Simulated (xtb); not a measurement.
C4H5 (SMILES [CH-]=C1CC1), charge -1, singlet, at a GFN2-xTB geometry; xtb 6.7.1 with GFN2-xTB with ALPB(water).

xtb was given this input:
```
$ xtb mol.xyz --gfn 2 --chrg -1 --uhf 0 --alpb water --json

# file mol.xyz
9

C     -0.00477750    -0.00846867     0.42733059
C     -0.00174017    -0.76951404    -0.83385328
C      0.02025666     0.75423460    -0.88448337
C     -0.02048610    -0.11308971     1.73328716
H     -0.90781767    -1.26894023    -1.19210447
H      0.89751813    -1.29434815    -1.17242457
H      0.93628317     1.22602460    -1.25140807
H     -0.87391678     1.25150097    -1.27114099
H     -0.01158415     0.90678977     2.23339151
```

Task: What does xtb print? Leave out banner, timings and long lists.

Result: 
```
   ID    Z sym.   atoms
    1    6 C      1-4
    2    1 H      5-9

           -------------------------------------------------
          |                Calculation Setup                |
           -------------------------------------------------

           -------------------------------------------------
          |                 G F N 2 - x T B                 |
           -------------------------------------------------

      * Solvation model:               ALPB
        Solvent                        water
        Parameter file                 internal GFN2-xTB/ALPB
        Dielectric constant                8.0200E+01
        Reference state                gsolv [1 M gas/solution]
        Free energy shift                  1.0808E-03 Eh       6.7819E-01 kcal/mol
        Temperature                        2.9815E+02 K
        Density                            1.0000E+00 kg/L
        Solvent mass                       1.8000E+01 g/mol
        Interaction kernel             P16
        Born radius scaling (c1)           1.4744E+00
        Born radii integrator          GBOBC
        Born offset                        0.0000E+00 a0       0.0000E+00 AA
        H-bond correction              true
        Ion screening                  false
        Surface tension                    1.0000E-05 Eh       1.5569E+01 dyn/cm
        Grid points                               230 per atom

          ...................................................
          :                      SETUP                      :
          :.................................................:
          :  # basis functions                  21          :
          :  # atomic orbitals                  21          :
          :  # shells                           13          :
          :  # electrons                        22          :
          :  max. iterations                   250          :
          :  Hamiltonian                  GFN2-xTB          :
          :  restarted?                      false          :
          :  GBSA solvation                   true          :
          :  PC potential                    false          :
          :  electronic temp.          300.0000000     K    :
          :  accuracy                    1.0000000          :
          :  -> integral cutoff          0.2500000E+02      :
          :  -> integral neglect         0.1000000E-07      :
          :  -> SCF convergence          0.1000000E-05 Eh   :
[...]
         :: total energy             -11.227389032580 Eh    ::
[...]
     3   6 C        3.799    -0.077    21.970     6.674
     4   6 C        1.897    -0.349    42.193    10.491
     5   1 H        0.924    -0.049     4.067     3.154
     6   1 H        0.924    -0.049     4.067     3.154
     7   1 H        0.924    -0.062     4.398     3.280
     8   1 H        0.924    -0.062     4.399     3.280
     9   1 H        0.916    -0.208    11.415     5.284

 Mol. C6AA /au·bohr⁶  :       1081.461357
 Mol. C8AA /au·bohr⁸  :      23966.394230
 Mol. α(0) /au        :         50.941101

Wiberg/Mayer (AO) data.
largest (>0.10) Wiberg bond orders for each atom

 ---------------------------------------------------------------------------
     #   Z sym  total        # sym  WBO       # sym  WBO       # sym  WBO
 ---------------------------------------------------------------------------
     1   6 C    3.874 --     4 C    2.009     2 C    0.967     3 C    0.882
     2   6 C    3.916 --     5 H    0.971     6 H    0.971     1 C    0.967
                             3 C    0.952
     3   6 C    3.879 --     7 H    0.972     8 H    0.972     2 C    0.952
                             1 C    0.882
     4   6 C    3.090 --     1 C    2.009     9 H    0.913
     5   1 H    0.998 --     2 C    0.971
     6   1 H    0.998 --     2 C    0.971
     7   1 H    0.996 --     3 C    0.972
     8   1 H    0.996 --     3 C    0.972
     9   1 H    0.957 --     4 C    0.913
 ---------------------------------------------------------------------------

Topologies differ in total number of bonds
Writing topology from bond orders to xtbtopo.mol

molecular dipole:
                 x           y           z       tot (Debye)
 q only:        0.010      -0.357      -1.355
   full:        0.024       0.132      -2.011       5.122
molecular quadrupole (traceless):
                xx          xy          yy          xz          yz          zz
 q only:        4.959      -0.015       2.693       0.115      -1.567      -7.652
  q+dip:        5.555      -0.053       2.629       0.165       1.109      -8.184
   full:        6.353      -0.064       2.856       0.189       1.397      -9.209

           -------------------------------------------------
          | TOTAL ENERGY              -11.227389032580 Eh   |
          | GRADIENT NORM               0.013383662923 Eh/α |
          | HOMO-LUMO GAP               4.029561326916 eV   |
           -------------------------------------------------

normal termination of xtb
```
